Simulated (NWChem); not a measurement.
Ionisation of Br (-1)

```xyz
1

Br     0.0000     0.0000     0.0000
```
Charge -1, spin multiplicity 1.

Program: NWChem.

Basis set: def2-TZVPD. −ε marks an orbital energy of the parent.

The Hamiltonian is non-relativistic. B3LYP has NWChem's definition, with VWN1-RPA local correlation.

Problem. For the first vertical ionisation energy, −ε(HOMO) of HF gives 3.79 eV and −ε(HOMO) of PBE gives -0.07 eV. What do −ε(HOMO) of B3LYP, −ε(HOMO) of BP86, −ε(HOMO) of M06-2X give?

Solution. −ε(HOMO) of B3LYP: 0.84 eV; −ε(HOMO) of BP86: 0.03 eV; −ε(HOMO) of M06-2X: 2.19 eV.
